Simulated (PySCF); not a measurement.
## Computed vibrations of [Pb(CN)3]−

[Pb(CN)3]− (singlet). PySCF 2.14.0, RKS B3LYP, Pb def2-SVP with ECP60, C def2-SVP, N def2-SVP; non-relativistic Hamiltonian with scalar-relativistic core potentials where named; density fitting; no spin-orbit coupling. Central differences of gradients.

```xyz
7

Pb   -0.2678    0.0000    0.0000
C    -0.1514    0.0000    2.6228
N    -0.3896    0.0000    3.7699
C    -0.1514    0.0000   -2.6228
N    -0.3896    0.0000   -3.7699
C     2.0733    0.0000    0.0000
N     3.2397    0.0000    0.0000
```

Run from Python with OMP_NUM_THREADS=2. Where DIIS fails, smearing, a level shift and second-order steps follow.
It took 72 s on 2 threads of Arm Neoverse V1, with other jobs on the host.

Task: What are the harmonic wavenumbers and infrared intensities?

Result: Modes are labelled in C2v; negative numbers are unstable modes, those under 60 cm⁻¹ near the noise; a finer grid moves soft modes by up to 10 cm⁻¹.
```json
{"cm⁻¹": "-189", "km/mol": "–", "symmetry": "b1"}
{"cm⁻¹": "40", "km/mol": "16.3", "symmetry": "a1"}
{"cm⁻¹": "48", "km/mol": "17.3", "symmetry": "b1"}
{"cm⁻¹": "60", "km/mol": "2.8", "symmetry": "b2"}
{"cm⁻¹": "102", "km/mol": "0.0", "symmetry": "a2"}
{"cm⁻¹": "134", "km/mol": "26.9", "symmetry": "b2"}
{"cm⁻¹": "149", "km/mol": "2.9", "symmetry": "a1"}
{"cm⁻¹": "172", "km/mol": "0.3", "symmetry": "b1"}
{"cm⁻¹": "192", "km/mol": "224.2", "symmetry": "b2"}
{"cm⁻¹": "277", "km/mol": "5.5", "symmetry": "a1"}
{"cm⁻¹": "281", "km/mol": "32.3", "symmetry": "b2"}
{"cm⁻¹": "319", "km/mol": "78.2", "symmetry": "a1"}
{"cm⁻¹": "2218", "km/mol": "32.0", "symmetry": "b2"}
{"cm⁻¹": "2219", "km/mol": "0.1", "symmetry": "a1"}
{"cm⁻¹": "2265", "km/mol": "21.9", "symmetry": "a1"}
```

Task: Is this a minimum?

Result: No: 1 unstable; the lowest moves the atoms so:
```
Pb   0.00  0.07  0.00
C    0.00 -0.70  0.00
N    0.00  0.04  0.00
C    0.00 -0.70  0.00
N    0.00  0.04  0.00
C    0.00  0.04  0.00
N    0.00  0.02  0.00
```
